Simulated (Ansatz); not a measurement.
The cluster Li6H5⁺, relaxed as a singlet with RKS r2SCAN-D4/def2-TZVP in Ansatz, starting from the GFN1-xTB geometry. Force threshold 0.02 eV/Å.

Another isomer (singlet) lies 0.06 eV lower at PBE0-D4/def2-TZVP; other spin states weren't run for this one.

Start:

Cartesian coordinates in Å:
```
Li 0.026 1.162 1.435
Li -0.130 -1.284 -1.588
Li -1.763 -1.052 0.401
Li 1.541 0.960 -0.433
Li 1.221 -0.910 1.067
Li -1.403 0.929 -1.238
H -0.194 1.700 -0.361
H 1.300 -0.877 -0.815
H 1.788 0.787 1.349
H -0.587 -0.631 1.519
H -1.799 -0.784 -1.337
```

(1) Estimate the energy that the relaxation releases and the steps that it takes.

(2) Does the start keep its bonding and symmetry?

(3) Predict the relaxed structure.

Answers

(1) 7.6 kcal/mol, in 4 steps; 4 s on 4 threads of Arm Neoverse V2 on a shared host. No frequencies were taken in this run, so the end may be a saddle point.

(2) By distances, no bond broke or formed. The bond that changes most is Li3–H11, from 1.76 to 1.82 Å (atoms count from 1). Point group Cs at the start, C3v at the end, both within 0.05 Å.

(3) 
Cartesian coordinates in Å:
```
Li 0.008 1.202 1.482
Li -0.049 -1.409 -1.730
Li -1.862 -1.144 0.515
Li 1.576 0.983 -0.469
Li 1.245 -0.951 1.102
Li -1.468 1.082 -1.307
H -0.184 1.680 -0.341
H 1.277 -0.860 -0.792
H 1.691 0.742 1.270
H -0.573 -0.602 1.510
H -1.660 -0.724 -1.242
```
Bond lengths (bridged metal pairs left out): 15 × H–Li 1.71 to 1.90 Å.
